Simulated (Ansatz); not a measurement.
A CCSD(T) single point on C₆H₁₅ClGeO₃, SMILES `CC[O][Ge]([Cl])([O]CC)[O]CC`.

```yaml
crystal:
  periodic: [false, false, false]
  atoms:
    - {symbol: C, position_ang: [-0.273989, 2.227400, -2.871377]}
    - {symbol: C, position_ang: [-0.653384, 2.046752, -1.423758]}
    - {symbol: O, position_ang: [0.169175, 1.030013, -0.865419]}
    - {symbol: Ge, position_ang: [-0.021359, 0.550098, 0.811652]}
    - {symbol: Cl, position_ang: [0.080987, 2.271416, 2.067351]}
    - {symbol: O, position_ang: [-1.567087, -0.195898, 1.137348]}
    - {symbol: C, position_ang: [-1.876667, -1.434568, 0.501600]}
    - {symbol: C, position_ang: [-3.288792, -1.813104, 0.866875]}
    - {symbol: O, position_ang: [1.247303, -0.596941, 1.156921]}
    - {symbol: C, position_ang: [2.607116, -0.261086, 0.898425]}
    - {symbol: C, position_ang: [3.462000, -1.458827, 1.223320]}
    - {symbol: H, position_ang: [-0.889232, 3.005504, -3.329616]}
    - {symbol: H, position_ang: [0.774462, 2.518987, -2.958560]}
    - {symbol: H, position_ang: [-0.419791, 1.298579, -3.426353]}
    - {symbol: H, position_ang: [-0.516218, 2.984774, -0.872415]}
    - {symbol: H, position_ang: [-1.710821, 1.766132, -1.337809]}
    - {symbol: H, position_ang: [-1.776362, -1.337133, -0.586986]}
    - {symbol: H, position_ang: [-1.172682, -2.207223, 0.830867]}
    - {symbol: H, position_ang: [-3.558283, -2.763772, 0.400265]}
    - {symbol: H, position_ang: [-3.388173, -1.917036, 1.948915]}
    - {symbol: H, position_ang: [-3.991561, -1.048922, 0.529227]}
    - {symbol: H, position_ang: [2.901685, 0.596515, 1.516041]}
    - {symbol: H, position_ang: [2.728594, 0.026545, -0.152122]}
    - {symbol: H, position_ang: [4.515238, -1.231663, 1.041412]}
    - {symbol: H, position_ang: [3.344149, -1.741240, 2.271194]}
    - {symbol: H, position_ang: [3.179591, -2.311401, 0.602604]}
basis:
  gaussian: {orbitals: def2-TZVPP}
correlation: {method: ccsd_t}
output: {orbitals: {seedname: orbitals}}
```

```sh
$ ansatz run in.yaml --threads 11 --pin off --events-out ev --progress --plain --max-ram 120832MiB --backend cuda --devices 0, --max-vram 75GiB
```

Output of Ansatz, abridged:

```
Functional definition: HF
3462 factors; integrals over basis functions are off by at most 1.0e-3 eV
mean field evaluation 1: about -81508.5680 eV, gradient 6.2e1 eV
mean field evaluation 2: about -81509.1279 eV, gradient 6.3e1 eV
mean field evaluation 4: about -81517.5772 eV, gradient 7.5e0 eV
mean field evaluation 8: about -81517.7219 eV, gradient 4.8e-1 eV
mean field -81517.72241669 eV, -2995.7210441166 hartree, gradient 2.0e-6 eV, S^2 0.000000; 0 other end points of the search recorded, 0 dependent functions left out
23 core orbitals not correlated: weight in the atoms' cores, before any rotation towards them, 1.000 or more for the frozen orbitals, at most 0.000 for the correlated occupied ones
reference -81517.72241669 eV, -2995.7210441166 hartree; 39, 39 occupied and 517, 517 virtual orbitals, 3462 factors
second order -59.55513132 eV of doubles, -0.00000000 eV of singles
cycle   1  -59.99226987 eV  change   -4.4e-1 eV  update   1.6e-1
cycle   2  -61.42903234 eV  change    -1.4e0 eV  update   4.8e-2
cycle   3  -61.74612886 eV  change   -3.2e-1 eV  update   2.4e-2
cycle   4  -61.72233337 eV  change    2.4e-2 eV  update   5.2e-3
cycle   5  -61.71981533 eV  change    2.5e-3 eV  update   2.5e-3
cycle   6  -61.72164310 eV  change   -1.8e-3 eV  update   7.7e-4
cycle   7  -61.72119328 eV  change    4.5e-4 eV  update   3.2e-4
cycle   8  -61.72105513 eV  change    1.4e-4 eV  update   9.0e-5
cycle   9  -61.72109429 eV  change   -3.9e-5 eV  update   3.4e-5
perturbative correction -2.44695998 eV, -0.0899241206 hartree
Total energy: -81581.89047096 eV, -2998.0791766165 hartree
```

It took 78 s on 11 threads of an AMD EPYC 7R13 on a shared host and a whole NVIDIA H100 80 GB, with 1.1 GiB of host memory at the peak.

The correlation energy is -64.168 eV, 3.8 % of it from (T); the T1 diagnostic reads 0.0113.
